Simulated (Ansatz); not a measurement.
A nudged elastic band was laid between two geometries of C2H7FSi2 (12 atoms, charge 0, multiplicity 1).

Theory: RKS PBE0/def2-SVP (Ansatz 0.2.0).

```yaml
movable_images: 5
climbing_image: yes
spring: 5.0 eV/Å²
optimiser: quadratic models (default)
start_path: through a guess of the saddle point
force_threshold: 0.05 eV/Å
iteration_limit: 60
end_points: relaxed
```

First end point:

```xyz
12
Properties=species:S:1:pos:R:3
C -1.396 0.663 -0.529
Si 0.059 -0.488 -0.804
C 0.940 -0.851 0.839
Si 2.169 0.518 1.261
F 1.089 1.753 1.452
H -1.054 1.565 0.000
H -1.855 0.963 -1.483
H -2.168 0.175 0.086
H -0.368 -1.773 -1.444
H 1.465 -1.819 0.780
H 0.156 -0.921 1.616
H 1.041 0.158 -1.740
```

Last end point:

```xyz
12
Properties=species:S:1:pos:R:3
C -1.857 0.543 -0.387
Si -0.222 -0.319 -0.701
C 0.752 -0.904 0.857
Si 1.781 0.425 0.014
F 1.959 1.814 0.852
H -1.760 1.261 0.440
H -2.185 1.095 -1.281
H -2.637 -0.189 -0.125
H -0.261 -1.302 -1.824
H 1.128 -1.934 0.936
H 0.276 -0.591 1.800
H 3.103 0.046 -0.549
```

Problem. What changes between the two ends?

Solution. Bonds broken: Si2–H12. Bonds formed: Si2–Si4, Si4–H12.

Problem. What energy profile does the band end with?

Solution. The forces met the threshold. The highest image is number 4 of 0 to 6, 28.0 kcal/mol above the first end and 27.8 kcal/mol above the last; the last end lies 0.2 kcal/mol above the first. The profile has 2 maxima (images 1, 4) with wells between them (image 2): this band takes more than one step, which may be the mechanism or a detour left from its start path. A vibrational analysis at the climbing image gives one clearly imaginary mode, 652i cm⁻¹: a first-order saddle point. The orbitals stay closed-shell, which can raise the energy where a bond breaks towards radicals; this wasn't checked here.

```csv
image,path coordinate (Å),energy (kcal/mol),Si2–H12 (Å),Si2–Si4 (Å),Si4–H12 (Å)
0,0.00,0.0,1.50,3.12,3.23
1,1.50,1.9,1.50,3.12,3.22
2,2.99,0.3,1.50,3.18,3.39
3,4.49,0.8,1.53,2.76,2.34
4,5.98,28.0,2.72,2.47,1.49
5,7.88,1.6,3.35,2.26,1.49
6,9.78,0.2,3.35,2.25,1.49
```

Problem. What is the geometry of the highest image?

Solution. 
```xyz
12
Properties=species:S:1:pos:R:3:forces:R:3
C -1.704 0.556 -0.326 0.00 0.00 0.00
Si -0.232 -0.587 -0.516 0.00 0.00 0.00
C 0.797 -0.855 0.992 0.00 -0.01 0.00
Si 1.974 0.355 0.059 0.01 -0.01 0.00
F 1.555 1.916 0.366 -0.01 0.01 0.00
H -2.523 0.088 0.241 0.00 0.00 0.00
H -1.374 1.462 0.206 0.00 0.00 0.00
H -2.088 0.864 -1.310 0.00 0.00 0.00
H -0.347 -1.770 -1.409 0.00 0.00 0.00
H 1.282 -1.820 1.182 0.00 0.00 0.00
H 0.485 -0.374 1.929 0.00 0.00 0.00
H 2.251 0.108 -1.380 0.00 0.00 0.00
```

Run time: 4.4 min on 2 threads of Intel(R) Xeon(R) Platinum 8488C (Sapphire Rapids) (shared host), peak memory 0.28 GiB.
